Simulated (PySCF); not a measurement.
## Gallium: a sound run and one with changed settings

Sound run: Ga [Ar] 3d10 4s2 4p1, Ga⁺ [Ar] 3d10 4s2. Computed with PySCF 2.14 in cc-pVDZ-PP with ECP10MDF, with scalar relativity through the core potential. In the sound run the correlated levels freeze 3s2 3p6 3d10 outside the core potential. The sound run starts from symmetry-adapted Hartree-Fock orbitals and uses a fine grid where one is needed.

Changed run: a valence shell is frozen. This setting is unsound on purpose.

Ionisation energy of Ga:

| method | sound run (eV) | changed run (eV) |
| --- | --- | --- |
| UHF | 5.515 | 5.515 |
| MP2 | 5.665 | 5.515 |
| SCS-MP2 | 5.644 | 5.515 |
| CCSD | 5.727 | 5.515 |
| CCSD(T) | 5.739 | 5.515 |
| CCSDT | n/a | 5.515 |
| FCI | n/a | 5.515 |

Freezing a valence shell removes pair correlation that changes on ionisation.

For comparison, NIST gives 5.999 eV between the lowest levels.
